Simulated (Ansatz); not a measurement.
Single points on (H3Sn)2O (Sn2OH6).

```yaml
crystal:
  periodic: [false, false, false]
  atoms:
    - {symbol: Sn, position_ang: [-0.234130, 1.738698, 0.435825]}
    - {symbol: H, position_ang: [-1.801103, 2.365410, 0.138881]}
    - {symbol: H, position_ang: [-0.092882, 1.150904, 2.046725]}
    - {symbol: H, position_ang: [0.991171, 2.879533, 0.076010]}
    - {symbol: O, position_ang: [0.028382, 0.228829, -0.812609]}
    - {symbol: Sn, position_ang: [0.236240, -1.714706, -0.519719]}
    - {symbol: H, position_ang: [-1.176501, -2.304350, 0.260690]}
    - {symbol: H, position_ang: [1.623477, -1.971840, 0.460706]}
    - {symbol: H, position_ang: [0.425326, -2.372478, -2.086509]}
basis:
  gaussian: {orbitals: def2-TZVP, initial_orbitals: start.molden}
hamiltonian: {xc: pbe, dispersion: d4}
scf: {omitted_lower_state_checks: [starts]}
output: {orbitals: {seedname: orbitals}}
```

The file start.molden holds the orbitals of an earlier run on this structure, at another level or in another basis.

```sh
$ ansatz run in.yaml --threads 4 --pin off --events-out ev --progress --plain --max-ram 3916MiB
```

Shortened log:

```
Functional definition: PBE
1191 factors; their error is unknown
mean field evaluation 1: about -13805.2789 eV, gradient 7.9e0 eV
mean field evaluation 2: about -13805.4038 eV, gradient 1.2e-1 eV
mean field evaluation 4: about -13805.3927 eV, gradient 1.2e-4 eV
mean field -13805.39267007 eV, -507.3388229938 hartree, gradient 8.5e-6 eV, S^2 0.000000; 0 other end points of the search recorded, 0 dependent functions left out
reference -13805.39273371 eV, -507.3388253325 hartree; 29, 29 occupied and 138, 138 virtual orbitals, 1191 factors
Total energy: -13805.57890156 eV, -507.3456668749 hartree
Checks for a lower state left out: starts
```

Hardware: 4 threads of Arm Neoverse V2 on a shared host. Wall time 1.2 s.

As the first input, with `gaussian: {orbitals: def2-TZVPD, initial_orbitals: start.molden}`, `hamiltonian: {xc: r2scan, dispersion: d4}` (abridged; 2.9 s):

```
Functional definition: r2SCAN
mean field -13811.52593663 eV, -507.5642163826 hartree, gradient 1.9e-5 eV, S^2 0.000000
Total energy: -13811.56976378 eV, -507.5658270006 hartree
Checks for a lower state left out: starts
```

The first input with `hamiltonian: {xc: {name: B97M-V}}` (abridged; 4.4 s):

```
Functional definition: B97M-V
mean field -13808.02832086 eV, -507.4356813738 hartree, gradient 2.3e-5 eV, S^2 0.000000
Total energy: -13808.02841434 eV, -507.4356848093 hartree
Checks for a lower state left out: starts
```

As the first input, with `hamiltonian: {xc: r2scan, dispersion: d4}` (abridged; 2.3 s):

```
Functional definition: r2SCAN
mean field -13811.49553661 eV, -507.5630992024 hartree, gradient 8.9e-6 eV, S^2 0.000000
Total energy: -13811.53936160 eV, -507.5647097414 hartree
Checks for a lower state left out: starts
```

As the first input, with `gaussian: {orbitals: def2-TZVPD, initial_orbitals: start.molden}`, `hamiltonian: {xc: pbe0, dispersion: d4}` (abridged; 2.2 s):

```
Functional definition: PBE0
mean field -13806.08163702 eV, -507.3641420622 hartree, gradient 1.7e-5 eV, S^2 0.000000
Total energy: -13806.24115477 eV, -507.3700042315 hartree
Checks for a lower state left out: starts
```

As the first input, with `hamiltonian: {xc: {name: wB97X-V}}` (abridged; 4.5 s):

```
Functional definition: wB97X-V
mean field -13806.60751368 eV, -507.3834676732 hartree, gradient 1.5e-5 eV, S^2 0.000000
Total energy: -13806.60751061 eV, -507.3834675601 hartree
Checks for a lower state left out: starts
```

First input, but with `hamiltonian: {xc: {name: PBE-QIDH}}` and without the key `output` (abridged; 2.8 s):

```
Functional definition: PBE-QIDH
mean field -13785.91125079 eV, -506.6228940402 hartree, gradient 1.5e-6 eV, S^2 0.000000
9 core orbitals not correlated: weight in the atoms' cores, before any rotation towards them, 1.000 or more for the frozen orbitals, at most 0.000 for the correlated occupied ones
second order -27.22845700 eV of doubles, -0.00000000 eV of singles
Total energy: -13794.98742094 eV, -506.9564371413 hartree
Checks for a lower state left out: starts
```

Geometry: PBE0-D4/def2-SVP.

In the def2 sets Sn takes a core potential; there is no spin–orbit coupling. Correlated methods freeze 9 core orbitals; core or outer-core shells of Sn are correlated, in sets that lack core-valence functions.
